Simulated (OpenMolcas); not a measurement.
**Potential curves of SnF: spin-free states**

Computed with OpenMolcas 26.06: state-averaged CASSCF(9,7) over Sn 5s 5p, F 2p, XMS-CASPT2 (IPEA 0.25, imaginary shift 0.2 hartree), scalar X2C, ANO-RCC-VTZP, then RASSI spin–orbit state interaction with atomic mean-field integrals. C2 symmetry about the axis (a holds Σ, Δ, Γ; b holds Π, Φ, H; Σ⁺ and Σ⁻ are not told apart); roots by multiplicity and irrep: 2b 8, 2a 5, 4a 5, 4b 4.

XMS-CASPT2 energies in eV from the lowest point. Curves are followed by energy order within each symmetry, so they are adiabatic and may change character at avoided crossings; Σ⁺ and Σ⁻ are counted together.

```csv
R (Å),(1)2Π,(1)4Σ,(2)2Π,(2)4Σ
1.710,0.821,4.566,9.585,10.680
1.899,0.000,3.660,7.202,8.683
1.988,0.008,3.764,6.541,7.923
2.087,0.171,4.005,6.031,7.276
2.187,0.427,4.281,5.680,6.780
2.326,0.860,4.569,5.362,6.266
```

Left out for impure symmetry, kinks or missing points, though low: (1)2Δ, (1)2Σ, (2)2Σ, (1)4Π, (1)2Φ, (3)2Π, (3)2Σ, (1)4Δ, (3)4Σ, (2)4Π. Only roots inside an energy window near the equilibrium distance were included, so the list of states is not complete; labels number the states computed. Each spin and symmetry block has orbitals of its own, averaged over its own roots, so gaps between blocks are less sure than gaps within one and near the minimum can be off by tenths of an eV, in bad cases by more. No Rydberg orbitals are active, so Rydberg states, and σ→σ* states whose orbital the CASSCF left unused, can be missing between those listed. CASPT2 splits the two components of degenerate states numerically, here by up to 120 cm⁻¹. The CASPT2 reference weights are uneven, so some states carry less reliable energies. Points that failed a check (symmetry, reference weights, a jump) are left out.
